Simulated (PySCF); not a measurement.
Species: C₄H₄FNOS.
Numbering: `[F:1][CH2:2][O:3][c:4]1[cH:5][cH:6][n:7][s:8]1`

NICS is the negative of the GIAO shielding at a point without a nucleus: at the ring centre (0) and 1 Å above and below it (1); zz is the component along the ring normal. Level: GIAO PBE0/pcSseg-1 (PySCF, non-relativistic, gas phase) on the GFN2-xTB geometry, one conformer.

Ring bond lengths (Å), with Mayer bond orders in brackets: C4–C5 1.370 (1.52), C5–C6 1.406 (1.26), C6–N7 1.305 (1.59), N7–S8 1.630 (1.16), S8–C4 1.733 (1.15).

Question: Give the NICS values of each ring in ppm.

Answer: 
```tsv
ring	type	NICS(0)	NICS(1), two faces	NICS(1)zz, two faces	rms pucker (Å)	centre to ring atoms, mean (Å)
C4–C5–C6–N7–S8	5-membered ring with N and S; formal bonds all aromatic	-12.4	-10.7 / -10.7	-25.8 / -25.5	0.00	1.26
```

Question: What can be read from them?

Answer: 
- C4–C5–C6–N7–S8: mean NICS(1)zz -25.7 ppm, shielded, aromatic by this magnetic criterion (flat ring, no four-coordinate atom).

Question: List the ring angles and the Hirshfeld charges of the ring atoms.

Answer: 
- C4–C5–C6–N7–S8: C4 109.2° (+0.046 e), C5 109.5° (-0.102 e), C6 116.6° (+0.002 e), N7 111.3° (-0.206 e), S8 93.4° (+0.155 e); sum 540.0° against 540° for a flat convex ring.

Question: How shielded are the nuclei of the rings and their hydrogens (means over atoms taken as equivalent)?

Answer: 
```csv
atoms,environment,σ isotropic (ppm),"principal values of the symmetric part, first atom (ppm)"
C4,aromatic carbon bearing oxygen,-6.9,"-84.6, -4.6, 68.4"
C5,aromatic CH carbon,76.3,"12.4, 64.2, 152.2"
C6,aromatic CH next to a ring nitrogen,27.1,"-56.5, 16.3, 121.5"
N7,pyridine-type nitrogen,-38.5,"-270.6, -67.6, 222.7"
S8,ring sulfur,169.4,"2.4, 214.4, 291.5"
H on C5,aromatic hydrogen,24.89,"22.1, 24.2, 28.4"
H on C6,aromatic hydrogen,23.44,"20.2, 24.4, 25.7"
```

Shape of the structure used: `[F:1][CH2:2][O:3][c:4]1[cH:5][cH:6][n:7][s:8]1`: F1–C2–O3–C4 -72°, C2–O3–C4–C5 177°.
